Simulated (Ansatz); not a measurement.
Basis sets compared for the cluster SnTe₂⁺ (the lowest doublet isomer of a short search). The state is a doublet with charge 1. Geometry PBE0-D4/def2-SVP. Ansatz on 4 threads of Arm Neoverse V1 on a shared host; times are rough, and most runs start from earlier orbitals.

```xyz
3

Sn   -0.573    1.528    0.338
Te    0.209   -1.081    1.135
Te    0.364   -0.447   -1.473
```

In the def2 sets Sn, Te take a core potential; there is no spin–orbit coupling. The structure comes from a short search, and lower isomers may exist.

```
           level  functions  energy (Eh)  HOMO (eV)  LUMO (eV)  wall time
 PBE-D4/def2-SVP         78    -750.1653     -10.31      -9.54      1.4 s
PBE0-D4/def2-SVP         78    -750.1975     -11.37      -8.85      2.1 s
```

(1) Estimate the rows for PBE-D4/def2-TZVP, PBE0-D4/def2-TZVP.

Answers

(1) 
```
            level  functions  energy (Eh)  HOMO (eV)  LUMO (eV)  wall time
 PBE-D4/def2-TZVP        150    -750.1942     -10.27      -9.46      2.8 s
PBE0-D4/def2-TZVP        150    -750.2260     -11.32      -8.75      4.5 s
```
